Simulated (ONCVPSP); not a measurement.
## An all-electron radial function and its pseudo partner (V (Z = 23))

Columns: radius, all-electron u(r) and pseudo u(r) of the 3p shell (level -55.96 eV) of vanadium in the configuration [Ne] 3s2 3p6 3d3 4s0.5; PBE, scalar-relativistic, ONCV scheme, ONCVPSP 4.0.1.

```csv
r (bohr),all-electron,pseudo
0.103,-0.4454,0.0441
0.205,-0.5073,0.1662
0.308,-0.1687,0.3456
0.410,0.2594,0.5471
0.513,0.6255,0.7414
0.615,0.8755,0.8978
0.718,1.0164,1.0025
0.820,1.0669,1.0486
0.923,1.0542,1.0427
1.025,1.0009,0.9963
1.128,0.9235,0.9227
1.230,0.8356,0.8359
1.332,0.7449,0.7451
1.435,0.6557,0.6556
1.538,0.5718,0.5718
1.640,0.4958,0.4958
1.743,0.4268,0.4268
1.845,0.3662,0.3662
1.948,0.3125,0.3124
2.050,0.2661,0.2661
2.153,0.2257,0.2256
2.255,0.1912,0.1912
2.358,0.1613,0.1613
2.460,0.1361,0.1361
2.562,0.1146,0.1146
2.665,0.0962,0.0962
```

Q: How many radial nodes do the two functions have?

A: The all-electron 3p function has n − l − 1 = 1; the pseudo-wave has 0, since the states of the same l below it are removed with the core.

Q: At about which radius was the pseudo-wave matched?

A: 1.60 bohr. The columns agree to 0.0005 from 1.23 bohr on; several derivatives are matched, so the curves merge somewhat inside the radius.

Q: Is the pseudo-wave norm-conserving?

A: Yes: the ONCV scheme keeps the norm inside the radius equal to the all-electron one, which fixes the energy derivative of the logarithmic derivative at the level.
